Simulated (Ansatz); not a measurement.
Computed with frozen-core CCSD(T)/cc-pVQZ // PBE0-D3(BJ)/def2-TZVP (Ansatz, a quantum-chemistry and plane-wave program).

Ansatz 0.2 input:
```yaml
crystal:
  periodic: [false, false, false]
  atoms:
    - { symbol: B, position_ang: [-1.125846, -0.124772, -0.024549] }
    - { symbol: C, position_ang: [0.365151, 0.040092, 0.008273] }
    - { symbol: C, position_ang: [1.567113, 0.173464, 0.034364] }
    - { symbol: H, position_ang: [-1.725217, -0.315771, 0.989648] }
    - { symbol: H, position_ang: [-1.707434, -0.064194, -1.064945] }
    - { symbol: H, position_ang: [2.626233, 0.29118, 0.057208] }
basis:
  gaussian: { orbitals: cc-pVQZ }
correlation:
  method: ccsd_t
```

Output:

```
Functional definition: HF
1496 factors; integrals over basis functions are off by at most 1.2e-3 eV
mean field evaluation 1: about -2777.1799 eV, gradient 2.6e1 eV
mean field evaluation 2: about -2777.1810 eV, gradient 2.6e1 eV
mean field evaluation 4: about -2779.1029 eV, gradient 3.3e0 eV
mean field evaluation 8: about -2779.1375 eV, gradient 5.2e-4 eV
mean field evaluation 16: about -2779.1363 eV, gradient 1.9e-1 eV
mean field -2779.13752629 eV, -102.1314203242 hartree, gradient 1.2e-6 eV, S^2 0.000000; 0 other end points of the search recorded, 0 dependent functions left out
3 core orbitals not correlated
reference -2779.13752629 eV, -102.1314203242 hartree; 7, 7 occupied and 245, 245 virtual orbitals, 1496 factors
second order -11.55171267 eV of doubles, -0.00000000 eV of singles
cycle   1  -11.57249967 eV  change   -2.1e-2 eV  update   8.7e-2
cycle   2  -11.94246999 eV  change   -3.7e-1 eV  update   2.7e-2
cycle   3  -12.02170732 eV  change   -7.9e-2 eV  update   1.3e-2
cycle   4  -12.01950330 eV  change    2.2e-3 eV  update   3.4e-3
cycle   5  -12.02110997 eV  change   -1.6e-3 eV  update   1.3e-3
cycle   6  -12.02138444 eV  change   -2.7e-4 eV  update   4.4e-4
cycle   7  -12.02132008 eV  change    6.4e-5 eV  update   1.5e-4
cycle   8  -12.02134843 eV  change   -2.8e-5 eV  update   7.7e-5
cycle   9  -12.02134518 eV  change    3.3e-6 eV  update   2.7e-5
cycle  10  -12.02132588 eV  change    1.9e-5 eV  update   9.6e-6
cycle  11  -12.02132960 eV  change   -3.7e-6 eV  update   3.2e-6
perturbative correction -0.60905388 eV, -0.0223823173 hartree
Total energy: -2791.76790977 eV, -102.5955783560 hartree
```

Cost: about 3.0 core-minutes (a rough figure).
